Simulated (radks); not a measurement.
Question: All-electron atom: Nb13+ in [Ne] 3s2 3p5.75 3d10 4s0.25 (fractional occupations, a model configuration). Calculated with a radial shooting solver on a logarithmic mesh with Libxc functionals: Dirac Kohn-Sham, SOGGA, spin-unpolarised, spherical densities, finite nucleus; open shells fill j = l - 1/2 first; Fermi nuclear charge, rms radius 4.324 fm. Some entries of the table are withheld. Estimate them.

| orbital | occ. | eigenvalue (eV) | <r> (bohr) | r(max) (bohr) |
|---|---|---|---|---|
| 1s1/2 | 2 | -19076.24 | 0.03610 | 0.02350 |
| 2s1/2 | 2 | -2907.413 | 0.1577 | 0.1333 |
| 2p1/2 | 2 | -2693.107 | 0.1345 | 0.1038 |
| 2p3/2 | 4 | -2597.146 | 0.1389 | 0.1075 |
| 3s1/2 | 2 | -706.0697 | 0.4383 | 0.3939 |
| 3p1/2 | 2 | -625.0194 | 0.4322 | 0.3808 |
| 3p3/2 | 3.75 | -609.0261 | 0.4421 | 0.3898 |
| 3d3/2 | 4 | (1) | 0.4180 | (2) |
| 3d5/2 | 6 | (3) | 0.4212 | (4) |
| 4s1/2 | 0.25 | -282.1164 | 0.9865 | 0.9397 |

Answer: 
(1) 3d3/2 eigenvalue (eV): -465.9783
(2) 3d3/2 r(max) (bohr): 0.3286
(3) 3d5/2 eigenvalue (eV): -462.9314
(4) 3d5/2 r(max) (bohr): 0.3312
